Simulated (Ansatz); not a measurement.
# Worked example: H2O + GaH2I → HOI + GaH3

Species: H2O (water) `O`, singlet; GaH2I `[GaH2][I]`, singlet; HOI `OI`, singlet; GaH3 `[GaH3]`, singlet. The partners trade H for I: O–H and Ga–I bonds give way to O–I and Ga–H.

Shapes, held fixed at every level: PBE0-D4/def2-TZVP. Programs: Ansatz 0.2.0. The zero-point and thermal change to 298 K, harmonic and unscaled (PBE0-D4/def2-TZVP), is -11.9 kJ/mol.

At CCSD(T)/def2-TZVPP; 1 Eh = 2625.50 kJ/mol:

```
species   energy (Eh)
    H2O    -76.337011
  GaH2I  -2221.839470
    HOI   -372.835641
   GaH3  -1925.228007
```

Work out ΔH(298 K) of the reaction at this level.


1. Products less reactants: (-372.835641) + (-1925.228007) − [(-76.337011) + (-2221.839470)] = 0.112833 Eh = +296.2 kJ/mol.
2. With the thermal change: +296.2 + (-11.9) = +284.3 kJ/mol.

Other levels give +268.1 (PBE-D4/def2-TZVPP) to +316.5 kJ/mol (HF/def2-SVP). No measured value is set beside it here. For atoms past krypton def2 sets carry core potentials with scalar relativity. Relativity is left out for Ga. Outer-core shells of Ga, I are correlated, in sets that cover them unevenly.
